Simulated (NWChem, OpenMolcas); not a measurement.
How basis sets differ on ZrO (SMILES [O][Zr])

The species is ZrO (2 atoms), meant as a singlet with charge 0. As SMILES, `[O][Zr]`. Geometry: the measured bond length.

```xyz
2

O     0.0000    0.0000    0.0000
Zr    0.0000    0.0000    1.7116
```

Each level gives the dipole moment (D). The values are calculated.

```tsv
level	kind	program	value (D)	CPU time
HF/ANO-RCC-MB (DKH2)	Hartree–Fock	OpenMolcas	7.34	3 s
HF/STO-3G	Hartree–Fock	OpenMolcas	5.03	2.2 s
HF/3-21G	Hartree–Fock	NWChem	1.99	4.8 s
HF/def2-SVP (core potential)	Hartree–Fock	NWChem	3.11	6.6 s
HF/def2-TZVP (core potential)	Hartree–Fock	NWChem	3.01	16 s
```

All-electron rows without a relativistic Hamiltonian named are non-relativistic, while core potentials hold scalar relativity, so basis and relativity change together. The values span 1.99 to 7.34 D. Sets without polarisation functions give poor dipoles. CPU times are rough (shared hosts, several kinds of processor): they show what a rung costs within a factor of a few.
